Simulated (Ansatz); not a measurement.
Consider the formal exchange of groups at a C–N bond: `C[N](C)[InH][OH]` + `[CH3][Cd][NH2]` → `C[CH2][Cd][NH2]` + `C[NH][InH][OH]`.

Gas-phase electronic energies from Ansatz, PBE0-D4/def2-TZVP geometries. CCSD(T)/CBS is the MP2 limit (def2-TZVPP, def2-QZVPP) plus CCSD(T) − MP2 in def2-TZVPP, frozen cores. DFT in def2-TZVPP. def2 core potentials past Kr. For Cd, In outer-core shells are correlated without core-valence functions, which leaves a few kJ/mol of doubt a bond. Each species was taken in one conformer, which may not be the lowest.

Problem. Is it downhill or uphill in electronic energy at CCSD(T)/CBS, and by how much? (Estimate.)

Solution. The calculation gave: Downhill: ΔE = -0.06 eV.

Problem. What do these levels give: PBE-D4, ωB97M-V, B2PLYP, HF/def2-TZVPP, CCSD(T)/def2-TZVPP, HF/CBS(def2)? (Best estimate.)

Solution. Ansatz gave: PBE-D4 -0.05, ωB97M-V -0.07, B2PLYP -0.07, HF/def2-TZVPP -0.11, CCSD(T)/def2-TZVPP -0.06, HF/CBS(def2) -0.10 eV.

Largest T1 diagnostic among the species: 0.016.

In def2-TZVPP, CCSD(T) changes the Hartree–Fock value by +0.05 eV (the triples alone add +0.01 eV) and MP2 by +0.06 eV.
